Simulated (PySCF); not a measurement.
Input file for PySCF: R-B3LYP/LANL2DZ on FHZn (SMILES [F][ZnH]), a point of a bond scan (R = 2.032 Å).

```python
from pyscf import gto, scf, dft, mp
from pyscf.data.elements import chemcore

mol = gto.M(
    atom='''
    Zn   -0.00000000   -0.00000000   -0.35811910
    H     0.00000000    0.00000000   -2.39049740
    F     0.00000000    0.00000000    1.40079528
    ''',
    basis='lanl2dz',
    ecp={'Zn': 'lanl2dz'},
    charge=0, spin=0, verbose=3, max_memory=1800)
mf = dft.RKS(mol, xc='b3lyp')
mf.conv_tol = 1e-8
mf.max_cycle = 100
mf.kernel()
if not mf.converged:
    mf = mf.newton().run(mf.mo_coeff, mf.mo_occ)
```

The log:

```
converged SCF energy = -166.034272379865
```

Self-consistency was reached.

Cost: about 2.6 core-seconds (a rough figure).
